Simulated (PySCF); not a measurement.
Compound: C5H11NOSi2.
Numbering: `[N:1]#[C:2][C@@H:3]1[CH2:4][CH2:5][C@@H:6]1[SiH2:7][O:8][SiH3:9]`

NICS is the negative of the GIAO shielding at a point without a nucleus: at the ring centre (0) and 1 Å above and below it (1); zz is the component along the ring normal. Level: GIAO PBE0/pcSseg-1 (PySCF, non-relativistic, gas phase) on the PBE0-D3(BJ)/def2-SVP geometry, one conformer.

Ring bond lengths (Å), with Mayer bond orders in brackets: C3–C4 1.548 (0.98), C4–C5 1.537 (1.04), C5–C6 1.551 (1.00), C6–C3 1.561 (0.95).

Task: What do the NICS probes read (ppm)?

Result: 
| ring | type | NICS(0) | NICS(1), two faces | NICS(1)zz, two faces | rms pucker (Å) | centre to ring atoms, mean (Å) |
| --- | --- | --- | --- | --- | --- | --- |
| C3–C4–C5–C6 | 4-membered carbocycle; formal bonds all single | -2.6 | -1.2 / -1.0 | 0.6 / 1.9 | 0.12 | 1.09 |

Task: What do they say, and how far can they be read as aromaticity?

Result: 
- C3–C4–C5–C6: mean NICS(1)zz 1.3 ppm, near zero. C3, C4, C5, C6 have four or more neighbours, so the value isn't read as a sign of a π ring current.

Task: At the second NICS(1) probe listed for ring C3–C4–C5–C6, 1 Å off the ring, what do the in-plane components average?

Result: The isotropic value is a third of the trace: (3 × -1.0 − (1.9))/2 = -2.5 ppm.

Task: How shielded are the nuclei of the rings and their hydrogens (means over atoms taken as equivalent)?

Result: 
```csv
atoms,environment,σ isotropic (ppm)
C3,sp3 carbon next to a nitrile,160.8
C4,four-membered-ring carbon,156.2
C5,four-membered-ring carbon,161.7
C6,sp3 carbon bound to silicon,158.2
H on C3,methine hydrogen,28.27
H on C4,methylene hydrogen,29.15
H on C4,methylene hydrogen,28.73
H on C5,methylene hydrogen,28.98
H on C5,methylene hydrogen,29.29
H on C6,methine hydrogen,29.85
```

Task: How do the values depend on the level or the medium?

Result: 
| level | NICS(0), C3–C4–C5–C6 | mean NICS(1)zz, C3–C4–C5–C6 |
| --- | --- | --- |
| PBE0/pcSseg-1, gas | -2.6 | 1.3 |
| wB97X-D/pcSseg-1, gas | -2.7 | 1.0 |
| PBE0/pcSseg-1, IEF-PCM dimethylsulfoxide | -2.7 | 1.4 |
| PBE0/pcSseg-1, IEF-PCM tetrahydrofuran | -2.6 | 1.4 |

The geometry is the same throughout; the continuum's cavity takes Bondi-type radii × 1.2.

Conformer computed: `[N:1]#[C:2][C@@H:3]1[CH2:4][CH2:5][C@@H:6]1[SiH2:7][O:8][SiH3:9]`: C5–C6–Si7–O8 -54°, C6–Si7–O8–Si9 -116°.
